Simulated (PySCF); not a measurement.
All values below come from PBE-D3(BJ)/def2-TZVP // CAM-B3LYP-D3(BJ)/def2-SVP in PySCF 2.14.0. All species are isolated molecules in the gas phase. One relaxed conformer stands for a flexible species; it need not be the lowest. 

Reference species (SMILES): `C[CH2][In]([CH2]C)[CH2]C` (neutral, multiplicity 1).

| Item | Value |
|---|---|
| HOMO–LUMO gap | 3.71 eV |
| S1 oscillator strength | 0.000 |

Changed species: `C[CH2][In]([I])[CH2]C` (C–C–In–I torsion 0°, I–In–C–C torsion 178°) (1 of 3 C2H5 replaced by I; the reference has 0 of 3 C2H5 replaced by I).

Task: Predict the effect on the HOMO–LUMO gap and S1 oscillator strength.

Result: the HOMO–LUMO gap falls by 0.06 eV, to 3.65 eV; the S1 oscillator strength stays essentially unchanged.
